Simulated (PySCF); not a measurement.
## MCa for M along group 12

PBE0 with double-zeta basis sets in PySCF, for the lowest determinant that a PBE0 search found; no spin–orbit coupling. De refers to high-spin ground-configuration atoms. A positive dipole means M(−)Ca(+).

| M | basis | state (unpaired electrons) | Re (Å) | ωe (cm⁻¹) | De (eV) | μ (D) |
| --- | --- | --- | --- | --- | --- | --- |
| Zn | x2c-SVPall | singlet (closed shell) | 3.718 | 59.5 | 0.10 | -0.32 |
| Cd | def2-SVP | singlet (closed shell) | 3.837 | 53.6 | 0.11 | 0.02 |
| Hg | def2-SVP | singlet (closed shell) | 3.884 | 42.3 | 0.07 | 0.02 |

The shortest bond is that of CaZn (3.718 Å), the longest that of CaHg (3.884 Å).

The rows differ in basis set, which adds steps of its own.

Down a group the atoms grow and get heavier, so bonds lengthen and wavenumbers fall; this series shows no clear exception.

Closed-shell solutions of metal pairs were not tested for spin polarisation, which can lower them a little. Weak bonds: CaCd, CaHg, CaZn. Basis-set superposition, not corrected here, can be much of De in a small basis, most of all at correlated wavefunction levels. Functionals without a dispersion term scatter widely for such bonds, and LDA overbinds them. Spin–orbit coupling is left out.
